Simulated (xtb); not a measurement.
Input file for xtb: GFN2-xTB on H2OSTe (SMILES O[Te]S), a point of a torsion scan.

```
$ xtb mol.xyz --gfn 2 --sp --chrg 0 --uhf 0
5

O     -1.52639519     0.45749802    -0.44561257
Te     0.08536073    -0.71723118    -0.27521104
S     -1.04757829    -2.59479247     0.61927595
H     -2.30615067    -0.07641507    -0.60514877
H     -1.01747022    -2.27869831     1.91132883
```

The log:

```
[...]
           -------------------------------------------------
          |                Calculation Setup                |
           -------------------------------------------------



           -------------------------------------------------
          |                 G F N 2 - x T B                 |
           -------------------------------------------------

        Reference                      10.1021/acs.jctc.8b01176
      * Hamiltonian:
        H0-scaling (s, p, d)           1.850000    2.230000    2.230000
        zeta-weighting                 0.500000
      * Dispersion:
        s8                             2.700000
        a1                             0.520000
        a2                             5.000000
        s9                             5.000000
      * Repulsion:
        kExp                           1.500000    1.000000
        rExp                           1.000000
      * Coulomb:
        alpha                          2.000000
        third order                    shell-resolved
        anisotropic                    true
        a3                             3.000000
        a5                             4.000000
        cn-shift                       1.200000
        cn-exp                         4.000000
        max-rad                        5.000000


          ...................................................
          :                      SETUP                      :
          :.................................................:
          :  # basis functions                  26          :
          :  # atomic orbitals                  24          :
          :  # shells                           10          :
          :  # electrons                        20          :
          :  max. iterations                   250          :
          :  Hamiltonian                  GFN2-xTB          :
          :  restarted?                      false          :
          :  GBSA solvation                  false          :
          :  PC potential                    false          :
          :  electronic temp.          300.0000000     K    :
          :  accuracy                    1.0000000          :
          :  -> integral cutoff          0.2500000E+02      :
          :  -> integral neglect         0.1000000E-07      :
          :  -> SCF convergence          0.1000000E-05 Eh   :
          :  -> wf. convergence          0.1000000E-03 e    :
          :  Broyden damping             0.4000000          :
          :  net charge                          0          :
          :  unpaired electrons                  0          :
          ...................................................

 iter      E             dE          RMSdq      gap      omega  full diag
   1    -11.3948919 -0.113949E+02  0.776E+00    3.48       0.0  T
   2    -11.3347066  0.601853E-01  0.153E+01    2.84       1.0  T
   3    -11.3257601  0.894646E-02  0.156E+01    2.82       1.0  T
   4    -11.4647894 -0.139029E+00  0.760E-01    3.48       1.0  T
   5    -11.4643334  0.456000E-03  0.152E+00    3.42       1.0  T
   6    -11.4661380 -0.180455E-02  0.189E-01    3.48       1.0  T
   7    -11.4661708 -0.328346E-04  0.763E-02    3.48       1.0  T
   8    -11.4661676  0.318989E-05  0.631E-02    3.48       1.0  T
   9    -11.4661739 -0.625325E-05  0.168E-02    3.48       2.7  T
  10    -11.4661740 -0.119588E-06  0.436E-03    3.48      10.3  T
  11    -11.4661740  0.350724E-08  0.209E-03    3.48      21.4  T
  12    -11.4661740 -0.518617E-08  0.293E-04    3.48     152.5  T
  13    -11.4661740 -0.931522E-11  0.591E-05    3.48     756.9  T

   *** convergence criteria satisfied after 13 iterations ***

         #    Occupation            Energy/Eh            Energy/eV
      -------------------------------------------------------------
         1        2.0000           -0.8649900             -23.5376
       ...           ...                  ...                  ...
         4        2.0000           -0.5721103             -15.5679
         5        2.0000           -0.5139517             -13.9853
         6        2.0000           -0.5079126             -13.8210
         7        2.0000           -0.4932927             -13.4232
         8        2.0000           -0.4600730             -12.5192
         9        2.0000           -0.4088244             -11.1247
        10        2.0000           -0.3866523             -10.5213 (HOMO)
        11                         -0.2588250              -7.0430 (LUMO)
        12                         -0.2371873              -6.4542
        13                         -0.1717475              -4.6735
        14                         -0.0346578              -0.9431
        15                         -0.0262659              -0.7147
       ...                                ...                  ...
        24                          0.7029430              19.1281
      -------------------------------------------------------------
                  HL-Gap            0.1278274 Eh            3.4784 eV
             Fermi-level           -0.3227386 Eh           -8.7822 eV

 SCC (total)                   0 d,  0 h,  0 min,  0.004 sec
 SCC setup                      ...        0 min,  0.000 sec (  2.141%)
 Dispersion                     ...        0 min,  0.000 sec (  0.436%)
 classical contributions        ...        0 min,  0.000 sec (  0.233%)
 integral evaluation            ...        0 min,  0.001 sec ( 14.215%)
 iterations                     ...        0 min,  0.002 sec ( 54.542%)
 molecular gradient             ...        0 min,  0.001 sec ( 25.570%)
 printout                       ...        0 min,  0.000 sec (  2.619%)

         :::::::::::::::::::::::::::::::::::::::::::::::::::::
         ::                     SUMMARY                     ::
         :::::::::::::::::::::::::::::::::::::::::::::::::::::
         :: total energy             -11.433392328036 Eh    ::
         :: gradient norm              0.004635142465 Eh/a0 ::
         :: HOMO-LUMO gap              3.478359762687 eV    ::
         ::.................................................::
         :: SCC energy               -11.466173701614 Eh    ::
         :: -> isotropic ES            0.030489638086 Eh    ::
         :: -> anisotropic ES         -0.001633070120 Eh    ::
         :: -> anisotropic XC         -0.000572846277 Eh    ::
         :: -> dispersion             -0.002936084657 Eh    ::
         :: repulsion energy           0.032781373578 Eh    ::
         :: add. restraining           0.000000000000 Eh    ::
         :: total charge               0.000000000000 e     ::
         :::::::::::::::::::::::::::::::::::::::::::::::::::::

           -------------------------------------------------
          |                Property Printout                |
           -------------------------------------------------

    * Orbital Energies and Occupations

         #    Occupation            Energy/Eh            Energy/eV
      -------------------------------------------------------------
         1        2.0000           -0.8649900             -23.5376
         2        2.0000           -0.7314085             -19.9026
         3        2.0000           -0.6882368             -18.7279
         4        2.0000           -0.5721103             -15.5679
         5        2.0000           -0.5139517             -13.9853
         6        2.0000           -0.5079126             -13.8210
         7        2.0000           -0.4932927             -13.4232
         8        2.0000           -0.4600730             -12.5192
         9        2.0000           -0.4088244             -11.1247
        10        2.0000           -0.3866523             -10.5213 (HOMO)
        11                         -0.2588250              -7.0430 (LUMO)
Note: The following floating-point exceptions are signalling: IEEE_DENORMAL
normal termination of xtb
        12                         -0.2371873              -6.4542
        13                         -0.1717475              -4.6735
        14                         -0.0346578              -0.9431
        15                         -0.0262659              -0.7147
        16                         -0.0147365              -0.4010
        17                          0.0087539               0.2382
        18                          0.0104587               0.2846
        19                          0.0255304               0.6947
        20                          0.0969376               2.6378
        21                          0.1368573               3.7241
       ...                                ...                  ...
        24                          0.7029430              19.1281
      -------------------------------------------------------------
                  HL-Gap            0.1278274 Eh            3.4784 eV
             Fermi-level           -0.3227386 Eh           -8.7822 eV

     #   Z          covCN         q      C6AA      α(0)
     1   8 O        1.586    -0.444    21.756     6.294
     2  52 Te       1.694     0.195   406.476    37.276
     3  16 S        1.823    -0.243   151.460    20.714
     4   1 H        0.819     0.317     0.669     1.284
     5   1 H        0.923     0.174     1.240     1.741

 Mol. C6AA /au·bohr⁶  :       1511.885751
 Mol. C8AA /au·bohr⁸  :      99828.489170
 Mol. α(0) /au        :         67.309680


Wiberg/Mayer (AO) data.
largest (>0.10) Wiberg bond orders for each atom

 ---------------------------------------------------------------------------
     #   Z sym  total        # sym  WBO       # sym  WBO       # sym  WBO
 ---------------------------------------------------------------------------
     1   8 O    2.141 --     2 Te   1.197     4 H    0.882
     2  52 Te   2.430 --     1 O    1.197     3 S    1.192
     3  16 S    2.199 --     2 Te   1.192     5 H    0.941
     4   1 H    0.899 --     1 O    0.882
     5   1 H    0.970 --     3 S    0.941
 ---------------------------------------------------------------------------

Topologies differ in total number of bonds
Writing topology from bond orders to xtbtopo.mol

molecular dipole:
                 x           y           z       tot (Debye)
 q only:        0.074      -0.252       0.254
   full:        0.284      -0.101       0.234       0.970
molecular quadrupole (traceless):
                xx          xy          yy          xz          yz          zz
 q only:        2.277       0.519      -4.642      -0.238      -1.201       2.366
  q+dip:        3.308      -1.038      -7.920       0.324      -0.061       4.611
   full:        4.023      -0.622      -7.262      -0.140      -1.469       3.239


           -------------------------------------------------
          | TOTAL ENERGY              -11.433392328036 Eh   |
          | GRADIENT NORM               0.004635142465 Eh/α |
          | HOMO-LUMO GAP               3.478359762687 eV   |
           -------------------------------------------------

------------------------------------------------------------------------
------------------------------------------------------------------------
 total:
 SCF:
```

The run finished.

Cost: very roughly 0.020 core-seconds.
